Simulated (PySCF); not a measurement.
C8H12.
Atom-mapped SMILES: `[CH3:1][C@@H:2]1[CH2:3][C@@H:4]1[C@H:5]1[CH:6]=[CH:7][CH2:8]1` (hydrogens: H9, H10, H11 on C1; H12 on C2; H13, H14 on C3; H15 on C4; H16 on C5; H17 on C6; H18 on C7; H19, H20 on C8)

Theory: PySCF 2.14.0, PBE0-D3(BJ)/def2-SVP geometry optimisation, gas phase.

(1) What internal coordinates does the optimisation give?

Answers

(1) 
```json
{"bond": "C1–C2", "length (pm)": "150.6", "order": "single"}
{"bond": "C2–C3", "length (pm)": "150.3", "order": "single"}
{"bond": "C3–C4", "length (pm)": "150.3", "order": "single"}
{"bond": "C4–C5", "length (pm)": "150.4", "order": "single"}
{"bond": "C5–C6", "length (pm)": "151.6", "order": "single"}
{"bond": "C6=C7", "length (pm)": "134.1", "order": "double"}
{"bond": "C7–C8", "length (pm)": "150.9", "order": "single"}
{"bond": "C2–C4", "length (pm)": "150.7", "order": "single"}
{"bond": "C5–C8", "length (pm)": "156.4", "order": "single"}
{"bond": "C1–H9, C1–H10, C1–H11", "length (pm)": "110.1", "order": "single"}
{"bond": "C2–H12", "length (pm)": "109.6", "order": "single"}
{"bond": "C3–H13", "length (pm)": "109.5", "order": "single"}
{"bond": "C3–H14", "length (pm)": "109.3", "order": "single"}
{"bond": "C4–H15", "length (pm)": "109.7", "order": "single"}
{"bond": "C5–H16", "length (pm)": "110.3", "order": "single"}
{"bond": "C6–H17", "length (pm)": "109.4", "order": "single"}
{"bond": "C7–H18", "length (pm)": "109.4", "order": "single"}
{"bond": "C8–H19", "length (pm)": "110.3", "order": "single"}
{"bond": "C8–H20", "length (pm)": "110.3", "order": "single"}
```

Bonds in one row agree within 1 pm and their mean is given. Orders are formal, as drawn. A selection of angles:
```json
{"angle": "C2–C1–H9", "degrees": "110.7"}
{"angle": "H9–C1–H10", "degrees": "107.7"}
{"angle": "C1–C2–C3", "degrees": "121.3"}
{"angle": "C1–C2–C4", "degrees": "122.7"}
{"angle": "C1–C2–H12", "degrees": "113.5"}
{"angle": "C3–C2–C4", "degrees": "59.9"}
{"angle": "C3–C2–H12", "degrees": "115.0"}
{"angle": "C4–C2–H12", "degrees": "114.3"}
{"angle": "C2–C3–C4", "degrees": "60.2"}
{"angle": "C2–C3–H13", "degrees": "117.1"}
{"angle": "C2–C3–H14", "degrees": "119.2"}
{"angle": "C4–C3–H13", "degrees": "117.1"}
{"angle": "C4–C3–H14", "degrees": "118.9"}
{"angle": "H13–C3–H14", "degrees": "114.1"}
{"angle": "C3–C4–C5", "degrees": "121.1"}
{"angle": "C3–C4–H15", "degrees": "115.7"}
{"angle": "C5–C4–H15", "degrees": "112.7"}
{"angle": "C2–C4–C3", "degrees": "59.9"}
{"angle": "C2–C4–C5", "degrees": "122.6"}
{"angle": "C2–C4–H15", "degrees": "115.3"}
{"angle": "C4–C5–C6", "degrees": "117.0"}
{"angle": "C4–C5–C8", "degrees": "116.8"}
{"angle": "C4–C5–H16", "degrees": "110.4"}
{"angle": "C6–C5–C8", "degrees": "85.6"}
{"angle": "C6–C5–H16", "degrees": "112.8"}
{"angle": "C8–C5–H16", "degrees": "112.3"}
{"angle": "C5–C6–C7", "degrees": "94.2"}
{"angle": "C5–C6–H17", "degrees": "131.9"}
{"angle": "C7–C6–H17", "degrees": "133.9"}
{"angle": "C6–C7–C8", "degrees": "94.3"}
{"angle": "C6–C7–H18", "degrees": "133.5"}
{"angle": "C8–C7–H18", "degrees": "132.2"}
{"angle": "C7–C8–H19", "degrees": "116.4"}
{"angle": "C7–C8–H20", "degrees": "115.7"}
{"angle": "C5–C8–C7", "degrees": "86.0"}
{"angle": "C5–C8–H19", "degrees": "115.4"}
{"angle": "C5–C8–H20", "degrees": "113.8"}
{"angle": "H19–C8–H20", "degrees": "108.4"}
```

Torsions: C1–C2–C3–C4 -112° (anticlinal); C2–C3–C4–C5 112° (anticlinal); C3–C4–C5–C6 96° (anticlinal); C4–C5–C6–C7 118° (anticlinal); C5–C6–C7–C8 0° (synperiplanar); C6–C7–C8–C5 0° (synperiplanar); C1–C2–C4–C3 110° (anticlinal); C4–C5–C8–C7 -119° (anticlinal).

The 3-membered ring C2–C3–C4 has internal angles of 59.9° to 60.2°. The 4-membered ring C5–C6–C7–C8 has internal angles of 85.6° to 94.3°; it is planar, 0.00 Å rms from its mean plane, widest ring torsion 0°. The 9 C–C bonds span 1.341 Å (C6=C7, drawn double) to 1.564 Å (C5–C8, drawn single), a spread of 0.223 Å. Of the pairs four or more bonds apart, H11···H16 is among the closest relative to their van der Waals radii: 2.20 Å, 92 % of the sum of Bondi's values.

Point group: C1 (no symmetry element, even within 0.4 Å). PBE0-D3(BJ)/def2-SVP frequencies: not computed here. The numbers are those of one conformer.
